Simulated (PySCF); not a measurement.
Record of a relaxation.

Species: InEt3, C₆H₁₅In.
Bonds: In1–C2, In1–C9, In1–C16, C2–C3, C9–C10, C16–C17. Hydrogens: H4, H5 on C2; H6, H7, H8 on C3; H11, H12 on C9; H13, H14, H15 on C10; H18, H19 on C16; H20, H21, H22 on C17.

Computed by this run: PBE0-D3(BJ)/def2-SVP geometry optimisation, gas phase, def2 core potentials past Kr in PySCF; density fitting, grid level 1; the optimiser is geomeTRIC in internal coordinates, started from a GFN2-xTB structure with every atom displaced at random (about 0.03 Å). 5 of its 25 geometries are shown. The frame can shift and turn from step to step; on so coarse a grid that alone can change the energy by a few meV, and forces under 0.02 eV/Å are noise.

Step 0: E = -11627.0179 eV, largest atomic force 3.315 eV/Å
```
atom  x, y, z in Å  |  force x, y, z in eV/Å
In1    -0.041   -0.065    0.282   -0.913   1.278   0.088
C2      2.167   -0.004    0.217    0.310   0.799  -1.577
C3      2.687    0.027    1.614    2.751   0.864  -0.404
H4      2.627    0.892   -0.343   -1.003  -1.052   0.501
H5      2.522   -0.902   -0.336   -0.099   0.233   0.271
H6      3.829    0.055    1.621   -0.905  -0.070  -0.089
H7      2.441    0.917    2.177   -0.547   0.521   0.332
H8      2.470   -0.828    2.187   -0.721  -1.515   1.097
C9     -1.244    2.015    0.327    0.890  -1.968  -2.514
C10    -1.336    2.559   -1.113   -2.507   0.354   0.445
H11    -0.748    2.696    0.951    0.999   1.243   1.272
H12    -2.223    1.835    0.695   -1.285  -0.366   0.700
H13    -1.941    3.553   -1.179    0.904  -1.331   0.148
H14    -0.381    2.737   -1.538    1.395   0.359  -0.642
H15    -1.876    1.849   -1.803    0.365   0.443   0.485
C16    -1.244   -1.932    0.280    0.413  -0.619  -0.373
C17    -1.171   -2.595   -1.123   -0.582  -0.986   0.277
H18    -2.309   -1.766    0.558    0.464   0.117  -0.021
H19    -0.811   -2.661    1.016   -0.256   0.535  -0.248
H20    -1.772   -3.569   -1.106    0.742   0.839  -0.073
H21    -1.691   -1.990   -1.902    0.516  -0.071   0.160
H22    -0.119   -2.867   -1.441   -0.932   0.392   0.164
```

Step 6: E = -11627.7056 eV, largest atomic force 0.037 eV/Å
```
atom  x, y, z in Å  |  force x, y, z in eV/Å
In1    -0.138    0.000    0.269    0.009  -0.007  -0.009
C2      2.057    0.004    0.206   -0.013   0.012  -0.025
C3      2.698    0.045    1.591    0.037   0.004  -0.001
H4      2.375    0.878   -0.388    0.001  -0.007  -0.001
H5      2.391   -0.890   -0.346    0.004  -0.002   0.002
H6      3.802    0.065    1.538   -0.009  -0.002  -0.002
H7      2.397    0.938    2.163   -0.009   0.003   0.005
H8      2.431   -0.833    2.201   -0.014  -0.009   0.009
C9     -1.206    1.915    0.283   -0.017   0.006   0.007
C10    -1.288    2.559   -1.099   -0.011  -0.001   0.006
H11    -0.688    2.588    0.985    0.012   0.004   0.009
H12    -2.216    1.751    0.693   -0.007  -0.005  -0.004
H13    -1.819    3.527   -1.075    0.006  -0.003  -0.004
H14    -0.291    2.757   -1.525    0.012   0.002  -0.005
H15    -1.826    1.925   -1.824    0.000   0.001   0.002
C16    -1.223   -1.907    0.251   -0.010   0.008   0.011
C17    -1.153   -2.629   -1.091    0.004  -0.015  -0.002
H18    -2.270   -1.713    0.536    0.001  -0.008  -0.005
H19    -0.794   -2.541    1.046   -0.001   0.005   0.004
H20    -1.684   -3.597   -1.071    0.003   0.004  -0.001
H21    -1.606   -2.041   -1.907    0.003   0.002   0.001
H22    -0.114   -2.846   -1.392   -0.002   0.005   0.000
```

Step 12: E = -11627.7204 eV, largest atomic force 0.104 eV/Å
```
atom  x, y, z in Å  |  force x, y, z in eV/Å
In1    -0.393    0.025    0.135    0.025  -0.046  -0.037
C2      1.789   -0.054   -0.116    0.003   0.022   0.101
C3      2.495    0.014    1.240   -0.026  -0.008  -0.047
H4      2.125    0.771   -0.765   -0.011   0.000  -0.005
H5      2.047   -0.992   -0.634   -0.004   0.006  -0.017
H6      3.591   -0.080    1.147    0.010   0.013   0.010
H7      2.301    0.967    1.761    0.011   0.007  -0.009
H8      2.169   -0.790    1.922    0.022  -0.012  -0.009
C9     -1.332    1.988    0.366    0.014   0.011  -0.017
C10    -1.058    2.902   -0.826    0.005   0.028   0.010
H11    -0.913    2.431    1.286   -0.002  -0.013   0.008
H12    -2.413    1.874    0.539   -0.011  -0.008  -0.007
H13    -1.454    3.921   -0.670   -0.012  -0.011  -0.007
H14     0.021    3.010   -1.026   -0.005   0.000   0.004
H15    -1.518    2.525   -1.755    0.000   0.001   0.004
C16    -1.370   -1.936    0.191    0.034   0.025   0.044
C17    -0.767   -2.921   -0.804    0.021  -0.008  -0.012
H18    -2.459   -1.837    0.057   -0.001   0.019  -0.019
H19    -1.224   -2.300    1.225   -0.028  -0.011  -0.009
H20    -1.192   -3.935   -0.705   -0.010   0.004  -0.004
H21    -0.931   -2.608   -1.849   -0.020  -0.009   0.007
H22     0.324   -3.017   -0.676   -0.015  -0.009   0.011
```

Step 18: E = -11627.7636 eV, largest atomic force 0.051 eV/Å
```
atom  x, y, z in Å  |  force x, y, z in eV/Å
In1    -0.469   -0.047   -0.216    0.004   0.026  -0.010
C2      1.710    0.002   -0.467    0.014  -0.011  -0.019
C3      2.456    0.152    0.857   -0.022   0.009   0.016
H4      1.949    0.846   -1.135    0.001   0.007   0.000
H5      2.032   -0.912   -0.991   -0.011  -0.005   0.011
H6      3.551    0.188    0.718    0.006  -0.001  -0.002
H7      2.176    1.077    1.389    0.002  -0.007  -0.001
H8      2.255   -0.686    1.547    0.008   0.007  -0.009
C9     -1.490    1.853    0.169    0.010  -0.032   0.019
C10    -0.687    3.095   -0.198    0.019   0.003   0.006
H11    -1.728    1.847    1.249   -0.014   0.013  -0.016
H12    -2.464    1.836   -0.347    0.003   0.005   0.009
H13    -1.206    4.029    0.080   -0.008   0.004  -0.002
H14     0.296    3.115    0.301   -0.013   0.000  -0.003
H15    -0.490    3.152   -1.281    0.008  -0.002  -0.002
C16    -1.558   -1.943   -0.270   -0.001  -0.046  -0.023
C17    -0.689   -3.193   -0.189   -0.019   0.023  -0.008
H18    -2.144   -1.938   -1.206   -0.014   0.004   0.008
H19    -2.306   -1.922    0.540    0.009   0.007   0.015
H20    -1.290   -4.120   -0.188    0.001  -0.005  -0.008
H21     0.005   -3.264   -1.042    0.017   0.005   0.009
H22    -0.071   -3.213    0.723    0.000  -0.003   0.008
```

Step 24: E = -11627.7685 eV, largest atomic force 0.030 eV/Å
```
atom  x, y, z in Å  |  force x, y, z in eV/Å
In1    -0.484   -0.067   -0.248    0.004   0.001   0.021
C2      1.697   -0.028   -0.489   -0.018  -0.004  -0.012
C3      2.437    0.241    0.819    0.017   0.010   0.002
H4      1.932    0.758   -1.226    0.002  -0.004  -0.004
H5      2.024   -0.983   -0.931    0.008   0.001   0.002
H6      3.532    0.292    0.675   -0.003  -0.003   0.000
H7      2.136    1.198    1.277   -0.003   0.000   0.003
H8      2.257   -0.546    1.570   -0.007   0.000   0.005
C9     -1.502    1.837    0.118   -0.017   0.015  -0.019
C10    -0.626    3.073   -0.048   -0.002  -0.005   0.001
H11    -1.922    1.786    1.138    0.005  -0.010   0.006
H12    -2.379    1.880   -0.551    0.006  -0.002  -0.002
H13    -1.179    4.009    0.148    0.002   0.001   0.002
H14     0.237    3.061    0.637    0.002   0.001   0.002
H15    -0.214    3.155   -1.067   -0.001  -0.001   0.001
C16    -1.573   -1.965   -0.321    0.023   0.006  -0.009
C17    -0.697   -3.205   -0.188   -0.008  -0.015   0.003
H18    -2.119   -1.974   -1.280   -0.005   0.004   0.003
H19    -2.350   -1.939    0.461   -0.009  -0.005  -0.003
H20    -1.275   -4.140   -0.293   -0.002   0.003   0.004
H21     0.099   -3.234   -0.950   -0.002   0.001  -0.002
H22    -0.195   -3.252    0.792    0.007   0.006  -0.004
```

Problem. Summarise the path.

Solution. The energy falls by 72.43 kJ/mol from step 0 to step 24; nine tenths of that is first reached at step 3. It rises by more than 0.2 meV at step 23. The largest force goes from 3.315 to 0.030 eV/Å. Among the bonds In1–C9 changes most, from 2.404 to 2.190 Å; the atoms move by 1.438 Å rms after alignment.

Problem. Follow the three bonds and two angles with the largest change from start to end.

Solution. 
```json
{"step": "0", "E above end (kJ/mol)": "72.43", "largest force (eV/Å)": "3.315", "In1–C9 (Å)": "2.404", "C10–H13 (Å)": "1.166", "C9–H11 (Å)": "1.048", "In1–C2–H4 (°)": "115.8", "In1–C16–H18 (°)": "113.1"}
{"step": "1", "E above end (kJ/mol)": "11.80", "largest force (eV/Å)": "0.815", "In1–C9 (Å)": "2.228", "C10–H13 (Å)": "1.110", "C9–H11 (Å)": "1.097", "In1–C2–H4 (°)": "112.2", "In1–C16–H18 (°)": "111.2"}
{"step": "2", "E above end (kJ/mol)": "7.43", "largest force (eV/Å)": "0.248", "In1–C9 (Å)": "2.182", "C10–H13 (Å)": "1.103", "C9–H11 (Å)": "1.102", "In1–C2–H4 (°)": "110.1", "In1–C16–H18 (°)": "109.4"}
{"step": "3", "E above end (kJ/mol)": "6.51", "largest force (eV/Å)": "0.153", "In1–C9 (Å)": "2.202", "C10–H13 (Å)": "1.103", "C9–H11 (Å)": "1.104", "In1–C2–H4 (°)": "108.6", "In1–C16–H18 (°)": "108.3"}
{"step": "4", "E above end (kJ/mol)": "6.26", "largest force (eV/Å)": "0.059", "In1–C9 (Å)": "2.194", "C10–H13 (Å)": "1.105", "C9–H11 (Å)": "1.103", "In1–C2–H4 (°)": "108.2", "In1–C16–H18 (°)": "108.1"}
{"step": "5", "E above end (kJ/mol)": "6.13", "largest force (eV/Å)": "0.032", "In1–C9 (Å)": "2.193", "C10–H13 (Å)": "1.105", "C9–H11 (Å)": "1.102", "In1–C2–H4 (°)": "107.9", "In1–C16–H18 (°)": "108.2"}
{"step": "6", "E above end (kJ/mol)": "6.07", "largest force (eV/Å)": "0.037", "In1–C9 (Å)": "2.193", "C10–H13 (Å)": "1.105", "C9–H11 (Å)": "1.103", "In1–C2–H4 (°)": "107.7", "In1–C16–H18 (°)": "108.4"}
{"step": "7", "E above end (kJ/mol)": "6.00", "largest force (eV/Å)": "0.050", "In1–C9 (Å)": "2.194", "C10–H13 (Å)": "1.104", "C9–H11 (Å)": "1.103", "In1–C2–H4 (°)": "107.7", "In1–C16–H18 (°)": "108.8"}
{"step": "8", "E above end (kJ/mol)": "5.90", "largest force (eV/Å)": "0.070", "In1–C9 (Å)": "2.194", "C10–H13 (Å)": "1.104", "C9–H11 (Å)": "1.104", "In1–C2–H4 (°)": "107.8", "In1–C16–H18 (°)": "109.3"}
{"step": "9", "E above end (kJ/mol)": "5.74", "largest force (eV/Å)": "0.081", "In1–C9 (Å)": "2.195", "C10–H13 (Å)": "1.104", "C9–H11 (Å)": "1.104", "In1–C2–H4 (°)": "108.1", "In1–C16–H18 (°)": "110.1"}
{"step": "10", "E above end (kJ/mol)": "5.55", "largest force (eV/Å)": "0.087", "In1–C9 (Å)": "2.194", "C10–H13 (Å)": "1.104", "C9–H11 (Å)": "1.104", "In1–C2–H4 (°)": "108.6", "In1–C16–H18 (°)": "110.9"}
{"step": "11", "E above end (kJ/mol)": "5.21", "largest force (eV/Å)": "0.079", "In1–C9 (Å)": "2.192", "C10–H13 (Å)": "1.104", "C9–H11 (Å)": "1.104", "In1–C2–H4 (°)": "109.2", "In1–C16–H18 (°)": "111.2"}
{"step": "13", "E above end (kJ/mol)": "4.08", "largest force (eV/Å)": "0.157", "In1–C9 (Å)": "2.186", "C10–H13 (Å)": "1.105", "C9–H11 (Å)": "1.103", "In1–C2–H4 (°)": "110.1", "In1–C16–H18 (°)": "109.7"}
{"step": "14", "E above end (kJ/mol)": "2.82", "largest force (eV/Å)": "0.193", "In1–C9 (Å)": "2.185", "C10–H13 (Å)": "1.105", "C9–H11 (Å)": "1.102", "In1–C2–H4 (°)": "109.9", "In1–C16–H18 (°)": "107.3"}
{"step": "15", "E above end (kJ/mol)": "1.66", "largest force (eV/Å)": "0.184", "In1–C9 (Å)": "2.187", "C10–H13 (Å)": "1.105", "C9–H11 (Å)": "1.103", "In1–C2–H4 (°)": "109.0", "In1–C16–H18 (°)": "105.5"}
{"step": "16", "E above end (kJ/mol)": "0.95", "largest force (eV/Å)": "0.188", "In1–C9 (Å)": "2.189", "C10–H13 (Å)": "1.104", "C9–H11 (Å)": "1.104", "In1–C2–H4 (°)": "108.1", "In1–C16–H18 (°)": "104.7"}
{"step": "17", "E above end (kJ/mol)": "0.69", "largest force (eV/Å)": "0.100", "In1–C9 (Å)": "2.192", "C10–H13 (Å)": "1.104", "C9–H11 (Å)": "1.105", "In1–C2–H4 (°)": "107.5", "In1–C16–H18 (°)": "105.9"}
{"step": "18", "E above end (kJ/mol)": "0.48", "largest force (eV/Å)": "0.051", "In1–C9 (Å)": "2.191", "C10–H13 (Å)": "1.104", "C9–H11 (Å)": "1.105", "In1–C2–H4 (°)": "107.5", "In1–C16–H18 (°)": "106.3"}
{"step": "19", "E above end (kJ/mol)": "0.18", "largest force (eV/Å)": "0.065", "In1–C9 (Å)": "2.190", "C10–H13 (Å)": "1.104", "C9–H11 (Å)": "1.105", "In1–C2–H4 (°)": "107.5", "In1–C16–H18 (°)": "106.7"}
{"step": "20", "E above end (kJ/mol)": "0.15", "largest force (eV/Å)": "0.050", "In1–C9 (Å)": "2.189", "C10–H13 (Å)": "1.105", "C9–H11 (Å)": "1.105", "In1–C2–H4 (°)": "107.5", "In1–C16–H18 (°)": "106.8"}
{"step": "21", "E above end (kJ/mol)": "0.04", "largest force (eV/Å)": "0.047", "In1–C9 (Å)": "2.189", "C10–H13 (Å)": "1.105", "C9–H11 (Å)": "1.105", "In1–C2–H4 (°)": "107.4", "In1–C16–H18 (°)": "106.8"}
{"step": "22", "E above end (kJ/mol)": "0.00", "largest force (eV/Å)": "0.042", "In1–C9 (Å)": "2.189", "C10–H13 (Å)": "1.104", "C9–H11 (Å)": "1.104", "In1–C2–H4 (°)": "107.3", "In1–C16–H18 (°)": "106.6"}
{"step": "23", "E above end (kJ/mol)": "0.05", "largest force (eV/Å)": "0.032", "In1–C9 (Å)": "2.190", "C10–H13 (Å)": "1.104", "C9–H11 (Å)": "1.104", "In1–C2–H4 (°)": "107.3", "In1–C16–H18 (°)": "106.3"}
{"step": "24", "E above end (kJ/mol)": "0.00", "largest force (eV/Å)": "0.030", "In1–C9 (Å)": "2.190", "C10–H13 (Å)": "1.104", "C9–H11 (Å)": "1.104", "In1–C2–H4 (°)": "107.3", "In1–C16–H18 (°)": "106.3"}
```

The cost below is that of the whole optimisation. Time: 20 min; peak memory 0.84 GiB. Hardware: one thread of an Intel Xeon at 2.50 GHz, on a shared host.
